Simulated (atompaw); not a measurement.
**Mn PAW (atompaw): all-electron and pseudo phase curves**

manganese, PAW, made with atompaw 4.2.0.5 (PBEsol, scalar-relativistic). Core [Ar], reference 3d5 4s2 4p0. Waves: 4s (bound): rc 2.65 bohr; 4s channel at 0.5 Ry: rc 2.65 bohr; 4p (bound, empty): rc 2.65 bohr; 4p channel at 0.55 Ry: rc 2.65 bohr; 3d (bound): rc 1.65 bohr; 3d channel at 0.1 Ry: rc 1.65 bohr. Local part: troulliermartins scheme with l = 3 at 0.5 Ry, radius 2.15 bohr. Core correction: smooth core density matched at 1.75 bohr. Augmentation charge: sinc compensation charge, radius 1.95 bohr; PAW radius 2.65 bohr; waves and projectors: custom polynom gramschmidtortho.

The phase is arctan(r·u′/u) with u = r·R(r), unwrapped; energies in Ry, scanned from -2 to 5 Ry. A pole is an energy at which the radial function vanishes at the test radius. The pseudo phase is shifted by a multiple of π to meet the all-electron one at the reference energy, and phase errors are pseudo minus all-electron; the curves can meet again beyond the range given. Levels narrower than the energy grid can be missing from the lists of poles.

**Question.** For each channel, where are the poles, and over which energies does the pseudopotential scatter like the atom?

**Answer.**

```csv
channel,radius (bohr),reference energy (Ry),"poles, all-electron","poles, pseudo",unbroken range about the reference energy with phases within 0.05 rad,phase error 1 Ry above the reference energy (rad)
s,2.65,-0.38,1.50,1.50,below 4.4,+0.000
p,2.65,-0.10,2.44,"-1.06, 2.47",-1.0 to 4.6,+0.000
d,2.65,-0.50,"-0.36, 4.05","-0.36, 4.06",the whole range,+0.000
```

Note: ghost states, extra bound levels that the all-electron valence spectrum of the same l lacks: s at -507.5 eV, p at -14.5 eV. A true bound ghost makes a file unfit for plane-wave use.

Phases in the d channel:

```csv
E (Ry),all-electron,pseudo
-2.00,1.308,1.308
-1.52,1.264,1.264
-1.04,1.165,1.165
-0.56,-0.409,-0.409
-0.08,-1.788,-1.788
0.40,-1.952,-1.952
0.88,-2.174,-2.174
1.36,-2.733,-2.731
1.84,-3.804,-3.800
2.32,-4.321,-4.319
2.80,-4.516,-4.514
3.28,-4.616,-4.615
3.76,-4.681,-4.680
4.24,-4.731,-4.730
4.72,-4.776,-4.776
```
